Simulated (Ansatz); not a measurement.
`C[S][Cd][F]` + CH₃OH → `C[O][Cd][F]` + CH₃SH at 600 K and 1 bar (ligand exchange at a Cd–S bond).

Computed with Ansatz on PBE0-D4/def2-TZVP structures; ΔE is electronic, products minus reactants. CBS: MP2 limit from def2 TZ/QZ plus the TZ coupled-cluster correction, frozen cores. This one scheme is used for every species. def2 core potentials past Kr. For Cd outer-core shells are correlated without core-valence functions, which leaves a few kJ/mol of doubt a bond. One conformer a species, not always the lowest.

```csv
species,CCSD(T)/CBS energy (Eh),H − E (kJ/mol),S (J/(mol·K))
`C[S][Cd][F]`,-705.17805,155.0,412.9
CH₃OH,-115.61712,163.6,277.3
`C[O][Cd][F]`,-382.53226,157.6,392.8
CH₃SH,-438.22835,152.3,296.8
```

H − E and S are ideal-gas, rigid-rotor, harmonic terms from PBE0-D4/def2-TZVP, for one conformer and one mirror image of each species. 1 Eh = 2625.50 kJ/mol, R = 8.31446 J/(mol·K).

Task: By hand: ΔE, ΔH, ΔS and ΔG.

Result: ΔE = (-382.53226) + (-438.22835) − (-705.17805) − (-115.61712) = 0.03456 Eh = 90.7 kJ/mol. Δ(H − E) = 157.6 + 152.3 − 155.0 − 163.6 = -8.7, so ΔH = 82.0 kJ/mol. ΔS = 392.8 + 296.8 − 412.9 − 277.3 = -0.6 J/(mol·K). ΔG = 82.0 − 600 × (-0.6)/1000 = 82.4 kJ/mol.

Task: By hand: the equilibrium constant, and the temperature at which ΔG would vanish if ΔH and ΔS stayed fixed.

Result: log₁₀ K = −ΔG/(RT ln 10) = -7.2. ΔH and −TΔS have one sign here, so there is no such temperature.

The number of gas molecules stays the same, so ΔS is small and ΔH decides. A doubt of 5 kJ/mol in ΔE shifts log₁₀ K by 0.4 here. Other conformers and mirror images would add mixing entropy, several J/(mol·K) or more a flexible species. These are equilibria of isolated gas molecules and say nothing of rates. Largest T1 diagnostic: 0.018 (customary marks: 0.02 for closed shells, 0.045 for open ones).

ΔS is within the doubt of such terms, so its sign, and with it that verdict, could turn.
